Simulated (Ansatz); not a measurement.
A nudged elastic band was laid between two geometries of Cl2FH2NZr + H2 (9 atoms, charge 0, multiplicity 1).

Theory: Ansatz, RHF/def2-SVP.

```yaml
movable_images: 5
climbing_image: yes
spring: 5.0 eV/Å²
optimiser: quadratic models (default)
start_path: through a guess of the saddle point
force_threshold: 0.05 eV/Å
iteration_limit: 60
end_points: relaxed
```

Image 0:

```xyz
9
Properties=species:S:1:pos:R:3
Zr 0.329 0.005 -0.218
F 0.374 0.261 1.662
N 2.249 -0.012 -0.788
H 2.604 -0.299 -1.686
H 3.024 0.279 -0.214
Cl -0.815 1.818 -1.270
Cl -0.672 -2.056 -0.878
H -3.129 -0.068 1.674
H -2.610 0.071 2.194
```

Image 6:

```xyz
9
Properties=species:S:1:pos:R:3
Zr -0.404 -0.184 -0.490
F -0.101 1.163 1.590
N 1.582 -0.282 -0.168
H 2.213 -0.872 -0.686
H 2.113 0.291 0.465
Cl -1.375 1.874 -1.265
Cl -0.736 -1.839 -2.163
H -1.345 -0.940 0.934
H -0.590 0.788 2.260
```

Problem. Which bonds break or form, and what moves?

Solution. Bonds broken: H8–H9. Bonds formed: Zr1–H8, F2–H9. Cl2FH2NZr + H2 becomes Cl2FH4NZr.

Problem. What energy profile does the band end with?

Solution. The forces met the threshold. The highest image is number 5 of 0 to 6, 195.2 kJ/mol above the first end and 34.9 kJ/mol above the last; the last end lies 160.3 kJ/mol above the first. Neighbouring images differ by up to 1.7 eV, so the band resolves the path poorly. A vibrational analysis at the climbing image gives one clearly imaginary mode, 1280i cm⁻¹: a first-order saddle point. The orbitals stay closed-shell, which can raise the energy where a bond breaks towards radicals; this wasn't checked here.

| image | path coordinate (Å) | energy (kJ/mol) | H8–H9 (Å) | Zr1–H8 (Å) | F2–H9 (Å) |
| --- | --- | --- | --- | --- | --- |
| 0 | 0.00 | 0.0 | 0.75 | 3.94 | 3.04 |
| 1 | 1.32 | 0.3 | 0.75 | 4.26 | 3.09 |
| 2 | 2.64 | 0.6 | 0.75 | 4.38 | 3.03 |
| 3 | 3.96 | 2.0 | 0.75 | 3.77 | 2.73 |
| 4 | 5.28 | 27.0 | 0.75 | 2.71 | 2.13 |
| 5 | 6.60 | 195.2 | 1.09 | 2.02 | 1.09 |
| 6 | 7.85 | 160.3 | 2.31 | 1.87 | 0.91 |

Problem. What is the geometry of the highest image?

Solution. 
```xyz
9
Properties=species:S:1:pos:R:3:forces:R:3
Zr -0.328 0.030 -0.312 0.00 0.00 0.01
F -0.294 1.052 1.638 0.00 0.00 -0.01
N 1.656 -0.173 -0.269 -0.02 0.01 0.00
H 2.192 -0.847 -0.791 0.01 0.00 0.00
H 2.280 0.439 0.231 0.01 -0.01 0.00
Cl -1.138 1.992 -1.405 0.00 0.00 0.00
Cl -0.982 -1.799 -1.683 0.00 0.00 0.00
H -1.208 -0.803 1.305 0.00 0.00 0.00
H -0.824 0.110 1.761 0.00 -0.01 0.00
```

The run took 5.4 min on 2 threads of Arm Neoverse V1, on a shared host, peak memory 0.27 GiB.
